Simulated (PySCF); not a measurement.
C₃H₆GeO, SMILES C#CC[O][GeH3].

Geometry optimised at TPSSh-D3(BJ)/def2-SVP. This is a generated structure with no PubChem entry under its InChIKey; it may be hypothetical. One conformer was computed; it need not be the lowest.

Method: TDA-CAM-B3LYP/def2-SVPD (PySCF).

Vertical excitations. Isolated molecule, no solvent. State labels are in the subgroup Cs.

```csv
state,symmetry,energy (eV),λ (nm),f,main pairs
S1,A",6.06,205,0.000,"HOMO→LUMO 55 %, HOMO→LUMO+5 29 %"
S2,A',6.63,187,0.015,"HOMO−1→LUMO 28 %, HOMO→LUMO+4 25 %, HOMO−1→LUMO+5 23 %, HOMO→LUMO+6 9 %"
S3,A",6.66,186,0.000,"HOMO−2→LUMO 64 %, HOMO→LUMO 14 %"
S4,A",6.92,179,0.000,"HOMO−1→LUMO+4 63 %, HOMO−1→LUMO+6 22 %"
S5,A",7.34,169,0.004,"HOMO→LUMO+1 58 %, HOMO→LUMO+2 18 %, HOMO−2→LUMO+1 11 %"
S6,A',7.67,162,0.048,HOMO−3→LUMO 91 %
S7,A",7.68,162,0.083,"HOMO→LUMO+2 44 %, HOMO−2→LUMO+1 34 %"
S8,A',7.82,158,0.067,"HOMO−1→LUMO+2 47 %, HOMO−1→LUMO+1 23 %, HOMO−1→LUMO 20 %"
S9,A",8.09,153,0.000,"HOMO→LUMO+3 58 %, HOMO−2→LUMO+3 30 %"
S10,A",8.25,150,0.008,"HOMO→LUMO+5 36 %, HOMO→LUMO+2 13 %, HOMO→LUMO 12 %, HOMO−2→LUMO 12 %"
T1,A',5.21,238,0,"HOMO−1→LUMO+5 35 %, HOMO−1→LUMO 22 %, HOMO→LUMO+4 15 %, HOMO→LUMO+6 6 %"
T2,A",5.55,223,0,"HOMO→LUMO 39 %, HOMO→LUMO+5 31 %, HOMO−1→LUMO+4 7 %, HOMO−2→LUMO+5 7 %"
T3,A',5.75,216,0,"HOMO→LUMO+4 35 %, HOMO−1→LUMO+5 15 %, HOMO→LUMO+6 13 %, HOMO−1→LUMO 11 %"
T4,A",6.19,200,0,"HOMO−2→LUMO 53 %, HOMO→LUMO 23 %"
```
Triplets are in the Tamm–Dancoff approximation.
